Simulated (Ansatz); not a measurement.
Geometry optimisation, RKS B3LYP-D4/def2-SVP (Ansatz).

Input file:

```yaml
crystal:
  periodic: [false, false, false]
  atoms:
    - { symbol: Al, position_ang: [-1.784964, 1.699545, 1.265063] }
    - { symbol: "N", position_ang: [0.309679, -0.226481, -0.198827] }
    - { symbol: C, position_ang: [0.852437, -1.38392, 0.488226] }
    - { symbol: C, position_ang: [0.566799, -0.201055, -1.626651] }
    - { symbol: H, position_ang: [-2.719492, 2.299547, 0.131261] }
    - { symbol: H, position_ang: [-2.400939, 0.855327, 2.459881] }
    - { symbol: H, position_ang: [0.612598, 0.641185, 0.249104] }
    - { symbol: H, position_ang: [-0.275196, 2.027102, 1.259506] }
    - { symbol: H, position_ang: [0.685054, -1.289184, 1.571564] }
    - { symbol: H, position_ang: [0.340569, -2.301181, 0.151579] }
    - { symbol: H, position_ang: [1.941645, -1.531184, 0.318966] }
    - { symbol: H, position_ang: [0.172604, 0.728159, -2.064687] }
    - { symbol: H, position_ang: [0.053363, -1.043299, -2.120135] }
    - { symbol: H, position_ang: [1.645844, -0.274461, -1.884849] }
basis:
  gaussian: { orbitals: def2-SVP }
hamiltonian:
  xc: b3lyp
  dispersion: d4
relax:
  f_tol: 0.03
  max_steps: 50
```

Command:

```bash
$ ansatz run input.yaml --threads 2 --pin off --max-ram 3072MiB --backend cpu --events-out ev --progress --plain --runs-dir out
```

Where does it end, and by what steps?

It converged. The force dipped under the threshold on the way, but the program's further checks kept it going. After 18 steps the energy has fallen by 1.206 eV; H6 moved furthest, 1.98 Å. Joined: Al1–N2.

```
step  energy less start (eV)  largest force component (eV/Å)  accepted
   0                  0.0000                           0.577       yes
   1                 -0.1721                           0.353       yes
   2                 -0.3541                           0.855       yes
   3                 -0.5816                           1.008       yes
   4                 -0.8211                           0.556       yes
   5                 -0.9954                           0.344       yes
   6                 -1.0957                           0.238       yes
   7                 -1.1322                           0.238       yes
   8                 -1.1440                           0.164       yes
   9                 -1.1491                           0.236       yes
  10                 -1.1571                           0.175       yes
  11                 -1.1631                           0.215       yes
  12                 -1.1711                           0.187       yes
  13                 -1.1795                           0.239       yes
  14                 -1.1907                           0.206       yes
  15                 -1.2005                           0.154       yes
  16                 -1.2048                           0.058       yes
  17                 -1.2057                           0.012       yes
  18                 -1.2061                           0.022       yes
```

```xyz
14
Properties=species:S:1:pos:R:3
Al -1.241 1.115 0.786
N 0.397 0.168 -0.070
C 0.855 -0.975 0.745
C 0.142 -0.205 -1.475
H -1.427 2.322 -0.256
H -2.305 -0.087 0.722
H 1.128 0.885 -0.056
H -0.618 1.475 2.222
H 1.076 -0.630 1.764
H 0.048 -1.720 0.798
H 1.753 -1.447 0.311
H -0.144 0.690 -2.045
H -0.695 -0.918 -1.507
H 1.028 -0.672 -1.938
```

The run took 68 s on 2 threads of Intel(R) Xeon(R) Platinum 8375C CPU @ 2.90GHz (Ice Lake) (shared host), peak memory 0.25 GiB.
